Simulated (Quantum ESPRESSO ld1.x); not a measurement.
Problem. The mean radii <r> (bohr) of the occupied orbitals of an atom or ion are listed with their occupations. Method: non-relativistic Kohn-Sham, PBE, spin-unpolarised, spherical densities, point nucleus; computed with ld1.x of Quantum ESPRESSO 7.5.

orbital  occ.      <r>
1s          2  0.02530
2s          2   0.1081
2p          6  0.09181
3s          2   0.2815
3p          6   0.2713
3d         10   0.2425
4s          2   0.6397
4p          6   0.6579
4d         10   0.7060
5s          2    1.558
5p          6    1.765
4f          4    1.033
6s          2    4.671

Name the element and its charge.

Solution. Z = 60, neodymium, charge 0: Nd in [Xe] 4f4 6s2. The 1s radius gives Z: for a bare nucleus <r> = 1.5/Z, 0.025 bohr for Z = 60, and screening makes it slightly larger (0.02530 here). The occupations add up to 60, and the charge is Z minus that.
